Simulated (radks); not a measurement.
Kinetic energies: the exact non-interacting value of the Kohn-Sham orbitals and orbital-free approximations, in hartree. Species: He+ 1s1; Be2+ [He]. Calculated with a radial shooting solver on a logarithmic mesh with Libxc functionals: non-relativistic Kohn-Sham, exchange-only B88, spin-polarised, spherical densities, point nucleus. Every spin shell is full or empty, so the densities are truly spherical. Functionals are evaluated on that one density, not self-consistently.

functional          He+     Be2+
exact           1.99513  13.6008
Thomas-Fermi     1.8226   12.314
von Weizsacker   1.9951   13.601
TF + vW          3.8178   25.915
TF + vW/9        2.0443   13.825
TF + vW/5        2.2217   15.034
LC94             2.0348   13.768
APBEK            2.0320   13.753
revAPBEK         2.0498   13.873
Perdew 92        2.0447   13.828
Thakkar          2.0391   13.802
Pearson          1.9438   13.154
LKT              3.2357   21.910
PG1              3.0885   20.892
DePristo-Kress   2.0458   13.826
Ernzerhof        2.1202   14.318
